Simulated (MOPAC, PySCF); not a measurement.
CH2BN, SMILES `C(#N)B`, neutral singlet in the gas phase. 

Cartesian coordinates (Å):
```xyz
5

B     -0.6093     0.0059    -0.0294
C      0.9102    -0.0089     0.0443
N      2.0634    -0.0201     0.0998
H     -1.1723     1.0478    -0.0509
H     -1.1919    -1.0248    -0.0638
```
Charge 0, spin multiplicity 1.

All levels are single points at this geometry (B3LYP-D3(BJ)/def2-TZVP); Pople sets use spherical d functions. Orbital energies aren't observables, and empty levels follow the basis.

HF/STO-3G in PySCF gives HOMO (eV) = -11.26.

Question: Estimate the HOMO (eV) from each of these levels: B3LYP-D3(BJ)/def2-TZVP in PySCF; B3LYP/6-311+G** in PySCF; B3LYP/6-31G* in PySCF; PBE/6-31G* in PySCF; SVWN5/6-31G* in PySCF; HF/3-21G in PySCF; HF/6-31G* in PySCF; AM1 in MOPAC.

Answer: 
| level | HOMO (eV) |
|---|---|
| B3LYP-D3(BJ)/def2-TZVP in PySCF | -9.52 |
| B3LYP/6-311+G** in PySCF | -9.56 |
| B3LYP/6-31G* in PySCF | -9.26 |
| PBE/6-31G* in PySCF | -8.14 |
| SVWN5/6-31G* in PySCF | -8.26 |
| HF/3-21G in PySCF | -12.80 |
| HF/6-31G* in PySCF | -12.77 |
| AM1 in MOPAC | -11.98 |
